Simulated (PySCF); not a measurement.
Si(F)(H)2(SH) (FH₃SSi), SMILES [SiH2](S)F. Atoms are numbered in the order given.

```xyz
6

Si    -0.6090    -0.4741    -0.0059
F     -1.5688     0.7737     0.2998
S      1.4242     0.1153    -0.2204
H     -0.7718    -1.4115     1.1192
H     -1.0026    -1.0486    -1.3036
H      1.6330     0.2895     1.0965
```

Geometry: B3LYP-D3(BJ)/def2-TZVP. Other conformers were not sampled.

All values below come from ωB97X/def2-TZVPD in PySCF.

Mulliken values depend strongly on the basis, most of all with diffuse functions as here. Atomic charges (e):

| atom | IAO | Mulliken |
|---|---|---|
| Si1 | 1.06 | 0.59 |
| F2 | [?] | -0.25 |
| S3 | [?] | -0.34 |
| H4 | -0.15 | -0.09 |
| H5 | -0.15 | -0.09 |
| H6 | [?] | 0.18 |

What belongs in the gaps? (Estimate from the structure and the level; the computed values follow.)


- F2, IAO: -0.55
- S3, IAO: -0.31
- H6, IAO: 0.10
